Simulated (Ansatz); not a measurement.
Basis-set extrapolation for `[AlH2][CH]1[SiH2]B1[SiH3]` (PBE0-D4/def2-TZVP geometry, frozen core, Ansatz 0.2.0). Multiplicity 1, RHF reference.

```csv
,def2-TZVPP,def2-QZVPP
HF,-886.968512,-886.996273
MP2 correlation,-0.605028,-0.645221
CCSD(T) correlation,-0.701473,not run
```

Energies in hartree. Use E(X) = E(∞) + A·exp(−7.88·√X) for Hartree–Fock and E(X) = E(∞) + B·X^(−2.97) for correlation, with X = 3 and 4, and add CCSD(T) minus MP2 of the smaller set to the MP2 limit.

What is the CCSD(T) energy at the basis-set limit?

HF limit: -886.996273 + (-0.027761) × 0.13774 = -887.00010. MP2 limit: -0.645221 + (-0.040193) × 0.74074 = -0.67499. Higher-order term: -0.701473 − (-0.605028) = -0.09645. Total: -887.77154 hartree, 266.6 kJ/mol below CCSD(T)/def2-TZVPP.
